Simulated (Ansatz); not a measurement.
Mulliken charges of CH₃FSiTe, SMILES `FC1[SiH2][Te]1` from ωB97M-V/def2-TZVPP in Ansatz (PBE0-D4/def2-TZVP geometry).

```tsv
atom	x (Å)	y (Å)	z (Å)	charge (e)
F1	-1.180	-1.449	0.629	-0.189
C2	-0.359	-0.809	-0.244	-0.056
Si3	0.551	0.720	0.298	0.144
Te4	-1.267	0.933	-1.306	-0.049
H5	0.047	-1.506	-0.971	0.152
H6	0.318	1.137	1.697	0.006
H7	1.952	0.906	-0.148	-0.008
```

Problem. By hand: the dipole of these point charges (1 e Å = 4.8032 D).

Solution. Σ q r = (0.378, 0.148, -0.135) e Å, of length 0.428 e Å = 2.06 D.

Problem. How does the dipole of the full density compare? (An estimate is asked.)

Solution. The calculation gave: (0.360, 0.077, -0.014) e Å, 1.77 D; the point charges give 1.16 times that, at 19° from its direction.

Point charges leave out the atoms' own dipoles, such as those of lone pairs, and Mulliken's split depends on the basis, so the two needn't agree.
